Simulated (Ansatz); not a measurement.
Gas-phase electronic energies from Ansatz, PBE0-D4/def2-TZVP geometries. CCSD(T)/CBS adds triple-zeta CCSD(T) − MP2 to the extrapolated MP2 energy (def2 sets, frozen cores). This one scheme is used for every species. Functionals use def2-TZVPP. B3LYP here is the variant with VWN-RPA as its local correlation; programs differ in this. HSE06 is defined as in plane-wave codes. For Ga, Zn outer-core shells are correlated without core-valence functions, which leaves a few kJ/mol of doubt a bond. Scalar relativity is left out up to krypton.

`[F][GaH][ZnH]` + `BS` → `B[S][ZnH]` + `[F][GaH2]`  (cleavage of the Zn–Ga bond)

```tsv
level	ΔE (kcal/mol)	difference from CCSD(T)/CBS
LDA (SPW92)	-10.7	0.5
PBE-D4	-8.9	2.3
revPBE-D4	-9.3	1.9
BLYP-D4	-7.7	3.5
r2SCAN-D4	-11.7	-0.5
B97M-V	-12.1	-0.9
PBE0-D4	-10.0	1.2
r2SCANh-D4	-11.8	-0.6
r2SCAN0-D4	-11.8	-0.6
HSE06-D4	-10.1	1.1
BHLYP-D4	-9.6	1.6
CAM-B3LYP-D4	-9.6	1.6
ωB97X-V	-10.9	0.3
ωB97M-V	-10.4	0.8
PBE-QIDH	-12.2	-1.0
revPBE	-7.8	3.4
BLYP	-6.5	4.7
r2SCAN	-11.6	-0.4
PBE0	-9.6	1.6
B3LYP	-7.8	3.4
r2SCANh	-11.7	-0.5
r2SCAN0	-11.7	-0.5
HSE06	-9.7	1.5
BHLYP	-9.1	2.1
CAM-B3LYP	-9.2	2.0
LC-ωPBE	-11.5	-0.3
RPA@PBE/def2-TZVPP	-10.3	0.9
HF/def2-SVP	-10.3	0.9
MP2/def2-SVP	-12.5	-1.3
CCSD/def2-SVP	-9.9	1.3
CCSD(T)/def2-SVP	-10.0	1.2
HF/def2-TZVPP	-10.3	0.9
MP2/def2-TZVPP	-13.5	-2.3
SCS-MP2/def2-TZVPP	-12.2	-1.0
CCSD(T)/def2-TZVPP	-11.4	-0.2
HF/def2-QZVPP	-10.8	0.4
MP2/def2-QZVPP	-13.6	-2.4
HF/CBS(def2)	-10.9	0.3
MP2/CBS(def2)	-13.4	-2.2
CCSD/CBS(def2)	-10.7	0.5
CCSD(T)/CBS	-11.2	0
```

Largest T1 diagnostic among the species: 0.017.

Leaving LDA and LC-ωPBE aside and taking each functional with its dispersion term where it has one, the values spread over 4.5 kcal/mol, from PBE-QIDH to BLYP-D4. LDA lies −2.3 kcal/mol from PBE without D4. At CCSD(T), def2-SVP lies +1.2 kcal/mol from the extrapolated value and def2-TZVPP −0.2 kcal/mol. From BLYP to BHLYP (50 % exact exchange), in def2-TZVPP and without D4, ΔE moves by −2.6 kcal/mol.
